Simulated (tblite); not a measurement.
**Question.** Write a Z-matrix for `C=C/C=N\N=C(\CC)C=C` as optimised with GFN2-xTB.

**Answer.** 
Z-matrix in Å and degrees, rows numbered from 1:
```
C 
C   1  1.3307
C   2  1.4424  1  123.62
N   3  1.2775  2  125.55  1  -176.66
N   4  1.2682  3  130.50  2   -13.04
C   5  1.2745  4  134.54  3   104.65
C   6  1.4564  5  125.41  4   -10.67
C   7  1.3297  6  125.26  5    14.48
C   6  1.5040  5  116.90  4   169.13
C   9  1.5289  6  110.82  5  -110.79
H   1  1.0776  2  121.35  3    -0.14
H   1  1.0761  2  121.98  3   179.74
H   2  1.0836  1  120.76  3  -179.74
H   3  1.0820  2  118.74  1     1.68
H   7  1.0828  6  114.77  5  -165.80
H   8  1.0769  7  121.97  6     1.38
H   8  1.0767  7  121.61  6  -179.96
H   9  1.0930  6  109.39  5   128.45
H   9  1.0906  6  108.95  5     9.91
H  10  1.0879  9  110.75  6   -59.83
H  10  1.0874  9  110.10  6    59.96
H  10  1.0875  9  110.40  6   179.87
```

Of the pairs four or more bonds apart, N4···H16 is among the closest relative to their van der Waals radii: 2.38 Å, 87 % of the sum of Bondi's values. The C–C distances run from 1.330 Å (C7=C8, drawn double) to 1.529 Å (C9–C10, drawn single), a spread of 0.199 Å.

Structure optimised with GFN2-xTB, isolated species.

Point group: C1 (no symmetry element, even within 0.4 Å). Its GFN2-xTB frequencies are all real (lowest 45 cm⁻¹). The numbers are those of one conformer (C1–C2–C3–N4 -177°, C3–N4–N5–C6 105°, N5–C6–C7–C8 14°, N5–C6–C9–C10 -111°). 3 starts were optimised and ended at 0.00, 0.24 and 0.93 kcal/mol (GFN2-xTB); the lowest of these is shown.

Hardware: Intel Xeon 6975P-C, one thread, no GPU, shared host with 32 logical CPUs at a one-minute load of 22. Cost: 0.8 s wall. These figures are those of the optimisation.

These are computed values.
